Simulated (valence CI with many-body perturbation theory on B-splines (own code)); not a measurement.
# E1 transitions of Ag³⁹⁺

Method: configuration interaction combined with many-body perturbation theory (CI+MBPT): six valence electrons over a frozen Dirac-Fock core [He], radial functions for each j: 9 s, 9 p, 8 d, 6 f, 3 g, 1 h, with the one-electron correlation potential Σ1, the two-electron term Σ2, the three-electron term Σ3, Breit, model QED; selected CI, second order for the rest, scaled by the run's own slope (own B-spline code, finite nucleus).

The last digits are not significant, and no measured levels were compared; by estimate large intervals hold to a few tenths of a per cent, small ones and those within an open d or f shell to about a per cent. Among the levels kept, up to 2200 cm⁻¹ of a level comes from second order outside the variational space, and about a tenth of that is noise between levels of different J, which matters for small intervals.

Lines 51 to 100 of 224 in falling wavelength, among levels below 271.96 Ry, chosen from the strongest by gf and those to the six lowest levels. Wavelengths and rates use the calculated energies. Electric multipoles are in the length gauge with retardation, E1 and E2 with the static RPA response of the core. Weak lines are less certain than strong ones. Lines between different terms over intervals too small for the method are left out, as are lines whose strength nearly cancels. The highest levels of a list are the least certain.

Levels are named by their leading jj configuration (3d3/2^4 stands for four electrons in 3d with j = 3/2), which in mixed levels can hold well under half, so a name can repeat and another be missing. Letters in brackets count levels of one name in rising energy.

```
λ vac (Å)                               Upper                               Lower   A (s⁻¹)  log gf  Branch %
    107.9  (2s^2 2p1/2 2p3/2^2 3d5/2) J=2 [b]  (2s^2 2p1/2 2p3/2^2 3p3/2) J=1 [a]  9.34e+09   -1.09       0.0
    107.6      (2s^2 2p1/2 2p3/2^2 3p3/2) J=4         (2s^2 2p1/2 2p3/2^2 3s) J=3  4.24e+10   -0.18      31.4
    105.7  (2s^2 2p1/2 2p3/2^2 3p3/2) J=1 [c]     (2s^2 2p1/2 2p3/2^2 3s) J=1 [b]  1.15e+10   -1.24       1.4
    104.8  (2s^2 2p1/2 2p3/2^2 3p3/2) J=1 [c]         (2s^2 2p1/2 2p3/2^2 3s) J=0  2.85e+10   -0.85       3.5
    103.1      (2s^2 2p1/2^2 2p3/2 3d3/2) J=2      (2s^2 2p1/2^2 2p3/2 3p1/2) J=2  1.62e+10   -0.89       0.3
    102.7  (2s^2 2p1/2 2p3/2^2 3d3/2) J=2 [a]  (2s^2 2p1/2 2p3/2^2 3p1/2) J=2 [a]  1.77e+10   -0.85       0.1
    102.4  (2s^2 2p1/2 2p3/2^2 3p3/2) J=2 [c]     (2s^2 2p1/2 2p3/2^2 3s) J=1 [b]  3.62e+10   -0.55       4.8
    102.3  (2s^2 2p1/2 2p3/2^2 3d3/2) J=1 [b]  (2s^2 2p1/2 2p3/2^2 3p1/2) J=2 [b]  2.00e+10   -1.03       0.0
    102.1  (2s^2 2p1/2 2p3/2^2 3p3/2) J=1 [a]     (2s^2 2p1/2 2p3/2^2 3s) J=1 [a]  2.12e+10   -1.00      11.7
    101.7      (2s^2 2p1/2^2 2p3/2 3d3/2) J=2      (2s^2 2p1/2^2 2p3/2 3p1/2) J=1  1.84e+10   -0.85       0.4
    100.9  (2s^2 2p1/2 2p3/2^2 3p3/2) J=1 [b]     (2s^2 2p1/2 2p3/2^2 3s) J=2 [b]  2.18e+10   -1.00       2.2
    100.6  (2s^2 2p1/2 2p3/2^2 3d5/2) J=2 [a]  (2s^2 2p1/2 2p3/2^2 3p1/2) J=2 [b]  7.49e+09   -1.25       0.0
    100.1      (2s^2 2p1/2^2 2p3/2 3p3/2) J=2         (2s^2 2p1/2^2 2p3/2 3s) J=1  3.36e+10   -0.60      22.7
    99.52      (2s^2 2p1/2^2 2p3/2 3d3/2) J=3      (2s^2 2p1/2^2 2p3/2 3p1/2) J=2  3.49e+10   -0.44       5.4
    99.23      (2s^2 2p1/2 2p3/2^2 3d3/2) J=4      (2s^2 2p1/2 2p3/2^2 3p1/2) J=3  3.81e+10   -0.30      94.1
    98.85  (2s^2 2p1/2 2p3/2^2 3d3/2) J=3 [a]  (2s^2 2p1/2 2p3/2^2 3p1/2) J=2 [a]  3.05e+10   -0.50       0.1
    98.44  (2s^2 2p1/2 2p3/2^2 3d3/2) J=1 [a]  (2s^2 2p1/2 2p3/2^2 3p1/2) J=1 [a]  3.19e+10   -0.86       0.1
    98.19  (2s^2 2p1/2 2p3/2^2 3d3/2) J=2 [c]  (2s^2 2p1/2 2p3/2^2 3p1/2) J=1 [b]  2.14e+10   -0.81       0.0
    97.45  (2s^2 2p1/2 2p3/2^2 3d3/2) J=2 [a]  (2s^2 2p1/2 2p3/2^2 3p1/2) J=1 [a]  1.81e+10   -0.89       0.1
    97.12      (2s^2 2p1/2 2p3/2^2 3d3/2) J=0  (2s^2 2p1/2 2p3/2^2 3p1/2) J=1 [a]  4.03e+10   -1.24       0.1
    96.56      (2s^2 2p1/2^2 2p3/2 3d3/2) J=1      (2s^2 2p1/2^2 2p3/2 3p1/2) J=1  3.35e+10   -0.85       0.1
    96.24      (2s^2 2p1/2^2 2p3/2 3d3/2) J=0      (2s^2 2p1/2^2 2p3/2 3p1/2) J=1  4.18e+10   -1.24      34.0
    95.50      (2s^2 2p1/2^2 2p3/2 3p3/2) J=2         (2s^2 2p1/2^2 2p3/2 3s) J=2  2.78e+10   -0.72      18.8
    93.72  (2s^2 2p1/2 2p3/2^2 3d3/2) J=3 [b]      (2s^2 2p1/2 2p3/2^2 3p1/2) J=3  1.75e+10   -0.79       0.0
    93.56  (2s^2 2p1/2 2p3/2^2 3p3/2) J=2 [b]     (2s^2 2p1/2 2p3/2^2 3s) J=2 [b]  3.77e+10   -0.61       3.7
    89.84  (2s^2 2p1/2 2p3/2^2 3p3/2) J=2 [b]         (2s^2 2p1/2 2p3/2^2 3s) J=3  1.14e+10   -1.16       1.1
    89.78      (2s^2 2p1/2^2 2p3/2 3p3/2) J=0         (2s^2 2p1/2^2 2p3/2 3s) J=1  8.50e+10   -0.99      14.7
    89.56  (2s^2 2p1/2 2p3/2^2 3d5/2) J=2 [b]  (2s^2 2p1/2 2p3/2^2 3p1/2) J=1 [b]  7.14e+09   -1.37       0.0
    88.89  (2s^2 2p1/2 2p3/2^2 3p3/2) J=1 [b]     (2s^2 2p1/2 2p3/2^2 3s) J=1 [a]  3.19e+10   -0.95       3.2
    86.84  (2s^2 2p1/2 2p3/2^2 3p3/2) J=2 [c]     (2s^2 2p1/2 2p3/2^2 3s) J=2 [b]  1.65e+10   -1.03       2.2
    74.29         (2s 2p1/2^2 2p3/2^2 3s) J=3         (2s^2 2p1/2 2p3/2^2 3s) J=3  9.81e+09   -1.25       0.3
    69.88         (2s 2p1/2^2 2p3/2^2 3s) J=2     (2s^2 2p1/2 2p3/2^2 3s) J=2 [b]  1.46e+10   -1.27       0.1
    67.08         (2s 2p1/2^2 2p3/2^2 3s) J=3     (2s^2 2p1/2 2p3/2^2 3s) J=2 [a]  2.63e+10   -0.91       0.8
    63.89         (2s 2p1/2^2 2p3/2^2 3s) J=2     (2s^2 2p1/2 2p3/2^2 3s) J=1 [a]  1.34e+10   -1.39       0.1
    61.43            (2s 2p1/2^2 2p3/2^3) J=2            (2s^2 2p1/2 2p3/2^3) J=2  1.47e+10   -1.38       4.3
    57.13            (2s 2p1/2^2 2p3/2^3) J=2            (2s^2 2p1/2 2p3/2^3) J=1  2.22e+10   -1.27       6.4
    54.54              (2s 2p1/2 2p3/2^4) J=1                  (2s^2 2p3/2^4) J=0  2.65e+10   -1.45       3.1
    50.80            (2s 2p1/2^2 2p3/2^3) J=1            (2s^2 2p1/2 2p3/2^3) J=2  3.17e+10   -1.43       3.9
    49.13               (2p1/2^2 2p3/2^4) J=0              (2s 2p1/2 2p3/2^4) J=1  2.56e+11   -1.03      19.4
    47.82            (2s 2p1/2^2 2p3/2^3) J=1            (2s^2 2p1/2 2p3/2^3) J=1  2.04e+10   -1.68       2.5
    35.24         (2s 2p1/2^2 2p3/2^2 3s) J=3         (2s^2 2p1/2^2 2p3/2 3s) J=2  8.63e+10   -0.95       2.5
    33.71         (2s 2p1/2^2 2p3/2^2 3s) J=2         (2s^2 2p1/2^2 2p3/2 3s) J=2  4.80e+10   -1.39       0.2
    31.35            (2s 2p1/2^2 2p3/2^3) J=2          (2s^2 2p1/2^2 2p3/2^2) J=2  3.07e+11   -0.65      89.3
    30.83              (2s 2p1/2 2p3/2^4) J=0            (2s^2 2p1/2 2p3/2^3) J=1  5.96e+11   -1.07     100.0
    30.46            (2s 2p1/2^2 2p3/2^3) J=1          (2s^2 2p1/2^2 2p3/2^2) J=0  1.76e+11   -1.13      21.7
    30.30         (2s 2p1/2^2 2p3/2^2 3s) J=1         (2s^2 2p1/2^2 2p3/2 3s) J=2  3.64e+11   -0.82       3.0
    29.71              (2s 2p1/2 2p3/2^4) J=1            (2s^2 2p1/2 2p3/2^3) J=2  7.14e+11   -0.55      82.8
    29.13               (2p1/2^2 2p3/2^4) J=0            (2s 2p1/2^2 2p3/2^3) J=1  1.07e+12   -0.87      80.6
    28.67              (2s 2p1/2 2p3/2^4) J=1            (2s^2 2p1/2 2p3/2^3) J=1  8.70e+10   -1.49      10.1
    28.32            (2s 2p1/2^2 2p3/2^3) J=1          (2s^2 2p1/2^2 2p3/2^2) J=2  5.82e+11   -0.68      71.8
```

Q: How does gf follow from A for the line at 33.71 Å?

A: gf = 1.4992 × (2J+1)_upper × A / σ², with σ = 2966387 cm⁻¹ and 2J+1 = 5: gf = 0.0409.
